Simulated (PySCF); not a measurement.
C₃H₇O₂, SMILES [C](O)(C)CO, multiplicity 2. Atoms are numbered in the order given.

```xyz
12

C      1.3980    -0.8022     0.5194
C      0.5479     0.1123    -0.2931
O      0.7153     1.4389     0.0394
C     -0.8195    -0.2979    -0.7302
O     -1.7296    -0.4891     0.3557
H      1.0135    -0.9101     1.5543
H      1.4201    -1.8087     0.0748
H      2.4280    -0.4192     0.5879
H      0.1725     1.9797    -0.5519
H     -0.7757    -1.2631    -1.2579
H     -1.2187     0.4478    -1.4538
H     -1.6837     0.3025     0.9093
```
Charge 0, spin multiplicity 2.

Coordinates come from a B3LYP-D3(BJ)/def2-SVP optimisation. The isomer is the one that the SMILES or the coordinates give; other isomers of the formula were not compared. One conformer was computed; it need not be the lowest.

These are PBE0/def2-TZVP in PySCF values and carry that method's errors.

Atomic charges (e):

```csv
atom,Löwdin,meta-Löwdin,Mulliken spin
C1,-0.30,-0.36,-0.06
C2,-0.35,0.13,0.84
O3,0.05,-0.47,0.11
C4,-0.37,-0.03,-0.01
O5,-0.05,-0.54,0.05
H6,0.13,0.12,0.07
H7,0.13,0.13,0.01
H8,0.13,0.13,0.01
H9,0.18,0.34,0.00
H10,0.14,0.13,0.00
H11,0.12,0.09,0.00
H12,0.17,0.34,0.00
```

Task: Give the Mayer and Wiberg (Löwdin basis) orders of the bonds. (An estimate is asked for; the answer gives what the named calculation found.)

Result: 
```json
[
 {"bond": "C1–C2", "Mayer": "1.03", "Wiberg": "1.36"},
 {"bond": "C2–O3", "Mayer": "1.11", "Wiberg": "1.71"},
 {"bond": "C2–C4", "Mayer": "1.08", "Wiberg": "1.33"},
 {"bond": "C4–O5", "Mayer": "0.98", "Wiberg": "1.56"},
 {"bond": "C1–H6", "Mayer": "0.94", "Wiberg": "0.88"},
 {"bond": "C1–H7", "Mayer": "0.97", "Wiberg": "0.89"},
 {"bond": "C1–H8", "Mayer": "0.96", "Wiberg": "0.89"},
 {"bond": "O3–H9", "Mayer": "0.88", "Wiberg": "1.00"},
 {"bond": "C4–H10", "Mayer": "0.96", "Wiberg": "0.86"},
 {"bond": "C4–H11", "Mayer": "0.95", "Wiberg": "0.87"},
 {"bond": "O5–H12", "Mayer": "0.89", "Wiberg": "1.02"}
]
```
